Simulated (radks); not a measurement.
Results of a calculation; reference values are marked as such.
Co2+, configuration [Ar] 3d7 (the NIST ground configuration). Code: a radial shooting solver on a logarithmic mesh with Libxc functionals. Model: scalar-relativistic Kohn-Sham, BLYP, spin-polarised, spherical densities, point nucleus; open shells are filled with parallel spins first. Some entries of the table are withheld. Estimate them.

orbital  occ.  eigenvalue (hartree)  r(max) (bohr)  <r> (bohr)
1s down     1             -279.8301        0.03678     0.05619
1s up       1             -279.8300        0.03678     0.05619
2s up       1             -33.75091         0.2132      0.2556
2s down     1             -33.69470         0.2130      0.2554
2p up       3             -29.01115         0.1719      0.2251
2p down     3             -28.96849         0.1718      0.2248
3s up       1              -4.50766         0.6683      0.7734
3s down     1              -4.38452         0.6691      0.7758
3p up       3              -3.15898         0.6778      0.8147
3p down     3              -3.03904         0.6790      0.8190
3d up       5                   (1)         0.6642       1.010
3d down     2                   (2)         0.6708       1.049

Answer. 
(1) 3d up eigenvalue (hartree): -1.03924
(2) 3d down eigenvalue (hartree): -0.93159
